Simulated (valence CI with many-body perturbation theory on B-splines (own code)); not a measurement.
# Assign the levels of Mo10+

Computed by relativistic CI+MBPT: four valence electrons over a frozen Dirac-Fock core [Ar] 3d10, a basis of 11 s, 11 p, 10 d, 8 f, 5 g, 2 h functions for each j, with the one-electron correlation potential Σ1 (screened to all orders), the two-electron term Σ2, the three-electron term Σ3, Breit, model QED; selected single and double excitations, second order for the rest, scaled by the run's own slope (own B-spline code, finite nucleus).

No measured levels were compared; by estimate levels hold to about 250 cm⁻¹ or 0.2 % of their energy and the worst to 1 %, as in measured heavy ions of charge 2 to 7; those with d or f electrons hold less well. Among the levels kept, up to 780 cm⁻¹ of a level comes from second order outside the variational space, and about a tenth of that is noise between levels of different J, which matters for small intervals.

| No. | J | Parity | E (cm⁻¹) | g |
| --- | --- | --- | --- | --- |
| 2 | 1 | even | 17607 | 1.501 |
| 6 | 2 | odd | 200850 | 1.973 |
| 7 | 1 | odd | 250270 | 0.630 |
| 8 | 2 | odd | 251280 | 1.231 |
| 9 | 3 | odd | 258280 | 1.333 |
| 11 | 1 | odd | 286450 | 1.396 |
| 16 | 2 | odd | 381890 | 0.685 |
| 17 | 3 | odd | 392640 | 1.088 |
| 18 | 4 | odd | 409330 | 1.250 |

Energies count from the lowest level. Strongly mixed levels and levels close to another of their J and parity, and those with J = 0 are left out, so the numbers can have gaps.

Problem. Give configuration and LS term of each level.

Solution. 2: 4s2 4p2 3P; 6: 4s 4p3 5S°; 7: 4s 4p3 3D°; 8: 4s 4p3 3D°; 9: 4s 4p3 3D°; 11: 4s 4p3 3P°; 16: 4s2 4p 4d 3F°; 17: 4s2 4p 4d 3F°; 18: 4s2 4p 4d 3F°.
